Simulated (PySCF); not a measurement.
## Magnetisability: `CN([SiH2]Cl)C1CCC1`, C5H12ClNSi

Geometry:
| atom | x (Å) | y (Å) | z (Å) |
| --- | --- | --- | --- |
| C1 | 1.585 | -0.733 | 1.561 |
| N2 | 1.031 | -0.007 | 0.439 |
| Si3 | 1.935 | 0.362 | -0.968 |
| Cl4 | 1.228 | -0.557 | -2.632 |
| C5 | -0.367 | 0.275 | 0.630 |
| C6 | -1.370 | -0.869 | 0.351 |
| C7 | -2.292 | 0.151 | -0.330 |
| C8 | -1.122 | 1.145 | -0.386 |
| H9 | 1.051 | -1.675 | 1.715 |
| H10 | 1.500 | -0.138 | 2.476 |
| H11 | 2.634 | -0.952 | 1.386 |
| H12 | 3.283 | -0.138 | -0.735 |
| H13 | 1.910 | 1.797 | -1.252 |
| H14 | -0.501 | 0.668 | 1.647 |
| H15 | -1.771 | -1.394 | 1.216 |
| H16 | -0.958 | -1.588 | -0.354 |
| H17 | -2.712 | -0.148 | -1.287 |
| H18 | -3.094 | 0.488 | 0.323 |
| H19 | -1.326 | 2.168 | -0.079 |
| H20 | -0.649 | 1.155 | -1.363 |

The calculation used PySCF, GIAO B3LYP/pcSseg-1 magnetisability, rotational g tensor and spin-rotation constants, non-relativistic, gas phase. Geometry: GFN2-xTB.

Task: How diamagnetic is it, and how anisotropic?

Result: Isotropic -1550 × 10⁻³⁰ J/T², or -93.3 × 10⁻⁶ cm³/mol; principal values -1626, -1607, -1417 × 10⁻³⁰ J/T², anisotropy 200 × 10⁻³⁰ J/T² (root of half the summed squared differences of the principal values). The susceptibility is in cgs units.

Task: Split it along the inertial axes a, b, c into diamagnetic and paramagnetic parts about the centre of mass, with the quadrupole moment.

Result: 
```tsv
axis	χ (10⁻⁶ cm³/mol)	diamagnetic (10⁻⁶ cm³/mol)	paramagnetic (10⁻⁶ cm³/mol)	summed x² of all electrons (Å²)	quadrupole Θ (D Å)
a	-87.8	-830.6	742.8	225.3	-0.61
b	-97.2	-1184.7	1087.5	141.8	+1.74
c	-95.1	-1557.4	1462.4	54.0	-1.13
```
Anisotropies 2χaa − χbb − χcc = +16.7 and 2χbb − χaa − χcc = -11.5 × 10⁻⁶ cm³/mol. Θ is traceless in Buckingham's convention.

Task: And the rotational g tensor?

Result: 
| axis | rotational constant (GHz) | g | nuclear part | electronic part |
| --- | --- | --- | --- | --- |
| a | 1.7875 | -0.0237 | 0.6001 | -0.6238 |
| b | 1.1323 | -0.0107 | 0.5678 | -0.5785 |
| c | 0.8368 | -0.0081 | 0.5668 | -0.5749 |

Asymmetric top; isotopes 12C, 35Cl, 1H, 14N, 28Si; no vibrational averaging.
